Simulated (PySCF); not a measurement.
ClCu, triplet, at a GFN2-xTB geometry (such geometries of metal compounds can be far from the true shape) (the multiplicity is a formal guess). Base run: PySCF with PBE/def2-TZVP.

Here is a job for PySCF.
```python
from pyscf import gto, scf, dft

mol = gto.M(
    atom='''
Cu   -0.00000000   -0.00000000   -0.78379974
Cl    0.00000000    0.00000000    1.33707015
''',
    basis='def2-tzvp',
    spin=2,
    verbose=4,
)

mf = dft.UKS(mol)
mf.xc = 'pbe'
mf.kernel()
mf.analyze()
```

Variants of this job, named by their change:

```
change                                           ΔE vs base (mEh)        outcome
-----------------------------------------------  ----------------  -------------
base                                                        0.000      converged
auxbasis = even-tempered beta=2.0                               -  not converged
auxbasis = def2-universal-jkfit                            -0.040      converged
auxbasis = even-tempered beta=1.6                          -0.007      converged
auxbasis = def2-universal-jfit                                  -  not converged
auxbasis = cc-pvqz-jkfit                                        -  input refused
auxbasis = cc-pvtz-ri                                           -  input refused
auxbasis = default (with mf = mf.density_fit())                 -  not converged
auxbasis = even-tempered beta=3.0                         -33.462      converged
auxbasis = cc-pvtz-jkfit                                        -  input refused
```

A fitting set is made for a task (jfit for Coulomb, jkfit for Coulomb and exchange, ri for correlation) and for a family of orbital bases.

Open shells are given as the SCF converged; they aren't shown to be the lowest states, and a large step between rows can be another state.

- auxbasis = cc-pvqz-jkfit: ended with `pyscf.lib.exceptions.BasisNotFoundError: Basis set not found for Cu in cc-pvqz-jkfit`
- auxbasis = cc-pvtz-ri: ended with `pyscf.lib.exceptions.BasisNotFoundError: Basis set not found for Cu in cc-pvtz-ri`
- auxbasis = cc-pvtz-jkfit: ended with `pyscf.lib.exceptions.BasisNotFoundError: Basis set not found for Cu in cc-pvtz-jkfit`
